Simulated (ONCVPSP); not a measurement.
Ranking ONCV potentials for B (Z = 5)

All share these settings but for the change named:

```
Element                 : boron (B)
Generator               : ONCVPSP 4.0.1
Type                    : optimised norm-conserving Vanderbilt (ONCV)
Functional              : PBE
Relativity              : scalar-relativistic
Frozen core             : [He]
Valence charge          : 3
Reference configuration : 2s2 2p1
Partial waves           : 2s: rc 1.25 bohr, ncon 4, nbas 9, qcut 5.5 1/bohr, 2 projectors, debl 1.5 Ha; 2p: rc 2.65 bohr, ncon 3, nbas 7, qcut 6.1 1/bohr, 3 projectors, debl 0.5 Ha
Local potential         : polynomial inside 1.10 bohr (lpopt 1, dvloc0 -1 Ha)
Core correction         : none
```

Test errors are all-electron minus pseudo excitation energies from the reference, over 2s2 2p0; 2s1 2p0; 2s2 2p0.5; 2s0 2p3. None of these files shows a bound ghost.

The base gives 160.5 meV.

Of 8 variants that were run, those that failed, showed a ghost or another fault, or gave nearly equal values are left out.

A variant can come out equal or close to the base, since the largest error may sit in a test that the change hardly touches while other tests move.

Problem. Rank these variants by their largest absolute test error, smallest first.
A. p: qcut 8
B. local potential polynomial inside 1.10 bohr (lpopt 1, dvloc0 -2 Ha)
C. all radii scaled by about 1.12 (s 1.40, p 2.96 bohr); local potential polynomial inside 1.22 bohr (lpopt 1, dvloc0 -1 Ha)

Solution. A (140.7 meV), B (160.5 meV), C (199.2 meV).
